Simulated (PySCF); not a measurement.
# Static response to an electric field

Species: C6H13PSi.
SMILES with atom numbers: `[H]/[P:4]=[C:3](\[CH:2]=[CH2:1])[Si:5]([CH3:6])([CH3:7])[CH3:8]` (hydrogens: H9, H10 on C1; H11 on C2; H12 on P4; H13, H14, H15 on C6; H16, H17, H18 on C7; H19, H20, H21 on C8)

Structure used (PBE0-D3(BJ)/def2-SVP), in Å, numbered top down from 1:
```
atom  x, y, z in Å
C1     1.9103    0.1955   -1.2930
C2     1.8438    0.0486    0.0419
C3     0.6351    0.0061    0.8564
P4     0.6768   -0.2072    2.5352
Si5   -1.1012    0.1911    0.0914
C6    -2.4013    0.1049    1.4457
C7    -1.4086   -1.2209   -1.1170
C8    -1.2313    1.8661   -0.7601
H9     2.8755    0.2117   -1.8048
H10    1.0210    0.3026   -1.9182
H11    2.7904   -0.0530    0.5902
H12    2.1073   -0.2990    2.6943
H13   -2.3765   -0.8588    1.9770
H14   -3.3997    0.2148    0.9911
H15   -2.2777    0.9058    2.1903
H16   -1.3680   -2.1846   -0.5852
H17   -2.4085   -1.1257   -1.5703
H18   -0.6683   -1.2569   -1.9292
H19   -2.2457    2.0126   -1.1645
H20   -0.5159    1.9794   -1.5875
H21   -1.0349    2.6724   -0.0360
```

Level: B3LYP/def2-SVPD (PySCF), static field, nuclei fixed, core orbitals frozen in the response. The polarisability tensor in these axes (au):

```
x   130.88  -1.04  -3.72
y    -1.04 102.01  -7.42
z    -3.72  -7.42 163.36
```

Question: Give the principal values, the mean and the anisotropy Δα = √{½[(α1 − α2)² + (α2 − α3)² + (α1 − α3)²]}.

Answer: Principal values 101.05, 130.57 and 164.62 au; mean 132.08 au = 19.57 Å³ = 21.78 × 10⁻⁴⁰ C²·m²/J; Δα = 55.10 au (42 % of the mean).

Question: What is the dipole moment, and where does it point?

Answer: (0.07, 0.15, -1.21) D, 1.22 D in size, pointing from the negative to the positive side. Measured along this direction, the outermost atoms are H12 and P4 at the negative end and H10 and H9 at the positive end.

Question: Give the principal axes and the span of the nuclei along them.

Answer: Largest value along (-0.11, -0.12, 0.99), where the nuclei span 4.58 Å; middle along (0.99, -0.06, 0.10), 6.13 Å; least along (0.05, 0.99, 0.12), 4.90 Å. The strongest response doesn't lie along the longest of the three spans.

Question: Refractivity n − 1 of an ideal gas of it at 350 K and 1 atm, from the electronic α?

Answer: N = p/kT = 2.0968 × 10¹⁹ cm⁻³, so n − 1 = 2π × N × 19.57 × 10⁻²⁴ cm³ = 2579 × 10⁻⁶ at long wavelengths, for an ideal gas.

Question: Orientational against electronic polarisability at 298 K (dilute gas, rigid molecules)?

Answer: In Gaussian units μ²/3kT = 12.11 Å³ against 19.57 Å³, a ratio of 0.62; the Debye molar polarisation (4π/3)N_A(α + μ²/3kT) is 79.9 cm³/mol, leaving out the vibrational part.

Question: What depolarisation ratio follows for Rayleigh scattering of linearly polarised light, taking the static tensor?

Answer: ρ = 3Δα²/(45ᾱ² + 4Δα²) = 9107.3/(785040 + 12143.1) = 0.0114.

The structure is a single PBE0-D3(BJ)/def2-SVP conformer in the gas phase; no vibrational or solvent corrections.

The run behind these numbers computed excited states and ΔSCF ions as well. On one thread of an Arm Neoverse N1, no GPU, shared host, this took 9.3 min and 1.1 GiB of memory at its peak.
